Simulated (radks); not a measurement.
Ce III, 56 electrons, occupied as [Xe] 4f2 (the NIST ground configuration).

Calculated with a radial shooting solver on a logarithmic mesh with Libxc functionals: Dirac Kohn-Sham, PBE, spin-unpolarised, spherical densities, finite nucleus; open shells are shared between the two j in proportion to 2j + 1; Fermi nuclear charge, rms radius 4.8771 fm.

Energy parts (eV):
part                      energy
total                 -241206.67
kinetic                258752.31
electron-nucleus      -587131.68
Hartree                 92889.61
exchange-correlation    -5716.91

Orbitals (lengths in bohr, moments of r in powers of bohr; r(max) is where P^2 peaks):
| orbital | occ. | eigenvalue (eV) | r(max) |
|---|---|---|---|
| 1s1/2 | 2 | -40237.94 | 0.01574 |
| 2s1/2 | 2 | -6445.070 | 0.08922 |
| 2p1/2 | 2 | -6085.771 | 0.06798 |
| 2p3/2 | 4 | -5639.132 | 0.07323 |
| 3s1/2 | 2 | -1391.539 | 0.2548 |
| 3p1/2 | 2 | -1239.329 | 0.2415 |
| 3p3/2 | 4 | -1151.531 | 0.2529 |
| 3d3/2 | 4 | -885.3930 | 0.2033 |
| 3d5/2 | 6 | -866.5321 | 0.2065 |
| 4s1/2 | 2 | -286.0789 | 0.5939 |
| 4p1/2 | 2 | -229.6252 | 0.6034 |
| 4p3/2 | 4 | -210.9032 | 0.6279 |
| 4d3/2 | 4 | -118.3383 | 0.6496 |
| 4d5/2 | 6 | -115.0821 | 0.6577 |
| 4f5/2 | 0.857143 | -13.1060 | 0.7238 |
| 4f7/2 | 1.14286 | -12.8167 | 0.7292 |
| 5s1/2 | 2 | -49.9695 | 1.390 |
| 5p1/2 | 2 | -35.0106 | 1.526 |
| 5p3/2 | 4 | -32.4295 | 1.596 |

The highest occupied level is 4f7/2 at -12.817 eV. The density falls to 0.001 e/bohr^3 at r = 3.68 bohr. For comparison, the ionisation energy in NIST's Atomic Spectra Database is 20.197 eV (semi-empirical). In exact Kohn-Sham theory the highest level is minus the ionisation energy, but local and semilocal functionals leave it too shallow, through self-interaction and a potential that decays too fast; potentials with the right tail come closer. The electron density at the nucleus is 3.829e+05 e/bohr^3.

Beside tabulated values, note that spin-unpolarised runs miss the spin-polarisation part of the exchange energy of open shells.
